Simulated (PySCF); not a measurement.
How the method moves the HOMO and LUMO of `FC(F)(F)C#CB(Cl)Cl`

C3BCl2F3.
Structure used (PBE0-D3(BJ)/def2-SVP), in Å, numbered top down from 1:
```xyz
9
C3BCl2F3 angstrom
F     -2.1817   -1.4150    0.6681
C     -1.8707   -0.2863    0.0368
F     -2.3598   -0.3568   -1.1976
F     -2.4717    0.7193    0.6657
C     -0.4144   -0.0754    0.0098
C      0.7857    0.1098   -0.0190
B      2.2885    0.3406   -0.0523
Cl     2.9694    1.4099   -1.2465
Cl     3.3141   -0.4635    1.1027
```

Basis pcSseg-1 throughout (PySCF), one geometry. Isolated species at its PBE0-D3(BJ)/def2-SVP geometry, gas phase.

How do the orbital energies, the gap and the dipole change with the method?

| method | kind | HOMO (eV) | LUMO (eV) | gap (eV) | μ (D) | SCF cycles |
| --- | --- | --- | --- | --- | --- | --- |
| B97-D | GGA | -7.82 | -3.63 | 4.19 | 0.69 | 16 |
| PBE | GGA | -7.83 | -3.75 | 4.08 | 0.67 | 16 |
| OPBE | GGA | -7.83 | -3.67 | 4.16 | 0.55 | 16 |
| KT2 | GGA | -7.91 | -3.79 | 4.12 | 0.71 | 16 |
| BP86 | GGA | -7.95 | -3.86 | 4.09 | 0.68 | 16 |
| PBE0 | global hybrid | -9.25 | -3.01 | 6.25 | 0.76 | 14 |
| wB97X-D | range-separated hybrid | -11.17 | -1.28 | 9.89 | 0.73 | 13 |

The HOMO spans 3.35 eV, from B97-D down to wB97X-D, and the gap runs from 4.08 eV (PBE) to 9.89 eV (wB97X-D). The dipole ranges from 0.55 D (OPBE) to 0.76 D (PBE0). This basis has no diffuse functions.

The vertical ΔSCF ionisation energy at CAM-B3LYP/def2-SVPD is 11.50 eV; −ε(HOMO) comes closest to it with wB97X-D (11.17 eV).
